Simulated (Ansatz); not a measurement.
Reaction (ligand exchange at a Ge–S bond): `C[S][Ge][Cl]` + H–F → `[F][Ge][Cl]` + CH₃SH

Program: Ansatz. Geometries: PBE0-D4/def2-TZVP. ΔE: electronic, gas phase. CCSD(T)/CBS is the MP2 limit (def2-TZVPP, def2-QZVPP) plus CCSD(T) − MP2 in def2-TZVPP, frozen cores. This one scheme is used for every species. DFT in def2-TZVPP. For Ge outer-core shells are correlated without core-valence functions, which leaves a few kJ/mol of doubt a bond. Scalar relativity is left out up to krypton. Each species was taken in one conformer, which may not be the lowest.

CCSD(T)/CBS gives -1.8 kcal/mol.

Task: Another level gave -4.3 kcal/mol. Which?
A. revPBE-D4/def2-TZVPP
B. RPA@PBE/def2-TZVPP
C. ωB97X-V/def2-TZVPP
D. CCSD(T)/def2-TZVPP

Result: B. RPA@PBE/def2-TZVPP -4.3, CCSD(T)/def2-TZVPP -2.9, revPBE-D4 -0.8, ωB97X-V -6.7 kcal/mol.

Largest T1 diagnostic among the species: 0.014.

The D4 term adds +3.0 kcal/mol with B3LYP and +1.6 kcal/mol with PBE0; it sums over pairs of atoms, weighted by their polarisabilities, and B3LYP, whose exchange is more repulsive, gets the larger term. Leaving LDA and LC-ωPBE aside and taking each functional with its dispersion term where it has one, the values spread over 5.9 kcal/mol, from ωB97X-V to revPBE-D4. LDA lies +2.8 kcal/mol from PBE without D4. At CCSD(T), def2-SVP lies −3.7 kcal/mol from the extrapolated value and def2-TZVPP −1.1 kcal/mol.

B3LYP here is the variant with VWN-RPA as its local correlation; programs differ in this.
